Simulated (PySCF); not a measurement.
Atoms are numbered as in `[F:1][P:2]([F:3])[P:4]([SiH3:5])[SiH3:6]`. Each H is labelled by its parent atom.

Geometry: PBE0-D3(BJ)/def2-SVP; GIAO absolute shieldings from PySCF 2.14.0 with density-fitted response routines, gas phase, non-relativistic, averaged over equivalent atoms.

At B97-D/pcSseg-1 (160 basis functions, 36 s wall time on 1 thread of an Intel Xeon Platinum 8259CL, shared host):
```tsv
atoms	σ (ppm)
F1/F3	255.7
P2	-29.1
P4	497.0
Si5/Si6	421.6
H(Si5)/H(Si6)	27.43
```

Estimate the result of repeating the calculation with B3LYP/pcSseg-1.

## Answers


```
        atoms  σ at B3LYP/pcSseg-1  change
        F1/F3                267.4   +11.7
           P2                -42.7   -13.6
           P4                494.8    -2.2
      Si5/Si6                413.9    -7.7
H(Si5)/H(Si6)                27.41   -0.02
```

The largest change is at P2 (phosphorus bonded to 2 F, P). Cost: 160 basis functions, 27 s wall time on 1 thread of an Intel Xeon Platinum 8259CL, shared host.
